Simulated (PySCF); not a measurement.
Isomers of C5H15FSi3, mass 178.047 u with the commonest isotopes. Method: PBE0/pcSseg-1 in PySCF (dipole) on a GFN2-xTB geometry, gas phase. One conformer each, none proved a minimum here; rigid rotors.

Question: Order these by dipole moment, smallest first.
A. `[CH2:1]=[CH:2][Si@:3]([CH3:4])([CH2:5][SiH3:6])[CH2:7][SiH2:8][F:9]` with C1–C2–Si3–C4 149°, C2–Si3–C5–Si6 60°, C2–Si3–C7–Si8 52°, Si3–C7–Si8–F9 52°
B. `[CH2:1]=[CH:2][CH2:3][CH2:4][Si:5]([SiH3:6])([SiH3:7])[CH2:8][F:9]` with C1–C2–C3–C4 -117°, C2–C3–C4–Si5 -63°, C3–C4–Si5–Si6 75°, C4–Si5–C8–F9 -174°
C. `[CH3:1][CH2:2][C@@H:3]1[CH2:4][SiH2:5][SiH2:6][C@@H:7]([F:8])[SiH2:9]1` with C1–C2–C3–C4 65°, C2–C3–C4–Si5 161°, C3–C4–Si5–Si6 57°, C4–Si5–Si6–C7 -41°, Si5–Si6–C7–F8 -74°

Answer: C (1.69 D), A (1.99 D), B (2.42 D).

Question: Order these by radius of gyration √(Σ m r²/M), smallest first.
A. `[CH2:1]=[CH:2][CH2:3][CH2:4][Si:5]([SiH3:6])([SiH3:7])[CH2:8][F:9]` with C1–C2–C3–C4 -117°, C2–C3–C4–Si5 -63°, C3–C4–Si5–Si6 75°, C4–Si5–C8–F9 -174°
B. `[CH2:1]=[CH:2][Si@:3]([CH3:4])([CH2:5][SiH3:6])[CH2:7][SiH2:8][F:9]` with C1–C2–Si3–C4 149°, C2–Si3–C5–Si6 60°, C2–Si3–C7–Si8 52°, Si3–C7–Si8–F9 52°
C. `[CH3:1][CH2:2][C@@H:3]1[CH2:4][SiH2:5][SiH2:6][C@@H:7]([F:8])[SiH2:9]1` with C1–C2–C3–C4 65°, C2–C3–C4–Si5 161°, C3–C4–Si5–Si6 57°, C4–Si5–Si6–C7 -41°, Si5–Si6–C7–F8 -74°

Answer: C (2.360 Å), B (2.477 Å), A (2.545 Å).

Question: Order these by rotational constant B, largest first.
A. `[CH3:1][CH2:2][C@@H:3]1[CH2:4][SiH2:5][SiH2:6][C@@H:7]([F:8])[SiH2:9]1` with C1–C2–C3–C4 65°, C2–C3–C4–Si5 161°, C3–C4–Si5–Si6 57°, C4–Si5–Si6–C7 -41°, Si5–Si6–C7–F8 -74°
B. `[CH2:1]=[CH:2][CH2:3][CH2:4][Si:5]([SiH3:6])([SiH3:7])[CH2:8][F:9]` with C1–C2–C3–C4 -117°, C2–C3–C4–Si5 -63°, C3–C4–Si5–Si6 75°, C4–Si5–C8–F9 -174°
C. `[CH2:1]=[CH:2][Si@:3]([CH3:4])([CH2:5][SiH3:6])[CH2:7][SiH2:8][F:9]` with C1–C2–Si3–C4 149°, C2–Si3–C5–Si6 60°, C2–Si3–C7–Si8 52°, Si3–C7–Si8–F9 52°

Answer: A (725.6 MHz), C (599.5 MHz), B (558.5 MHz).

```csv
SMILES,point group,Ia (u·Å²),Ib (u·Å²),Ic (u·Å²),κ,μa (D),μb (D),μc (D)
C=CCC[Si]([SiH3])([SiH3])CF,C1,450.64,904.81,950.09,-0.91,1.81,1.61,0.15
CC[C@@H]1C[SiH2][SiH2][C@@H](F)[SiH2]1,C1,377.89,696.48,909.53,-0.57,1.13,0.57,1.12
C=C[Si@](C)(C[SiH3])C[SiH2]F,C1,427.33,842.97,914.73,-0.85,0.48,1.93,0.08
```
